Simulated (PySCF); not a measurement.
## Electron correlation in Sc⁷⁺ (scandium, charge +7)

[Ne] 3s2 3p2, high-spin 3P determinant. All numbers are calculated (PySCF 2.14, scalar relativity by spin-free X2C-1e, in an uncontracted even-tempered set (19 s from 0.25 bohr⁻², ratio 2.5; 12 p from 0.33 bohr⁻², ratio 2.5; 5 d from 2.3 bohr⁻², ratio 2.7; 5 f from 3.5 bohr⁻², ratio 2.7)). Frozen: 1s2; 12 electrons correlated; the 22 highest virtual orbitals of each spin left out.

| level | correlation energy (mhartree) |
| --- | --- |
| CCSD | -439.45 |
| (T) | -3.46 |
| CCSD(T) | -442.91 |

Diagnostics: T1 = 0.0034, D1 = 0.0127, largest double amplitude 0.091.

Q: Is a single reference adequate?

A: Mostly. T1 lies below 0.03, but a double amplitude of this size points to a near-degeneracy that CCSD handles and MP2 describes poorly.
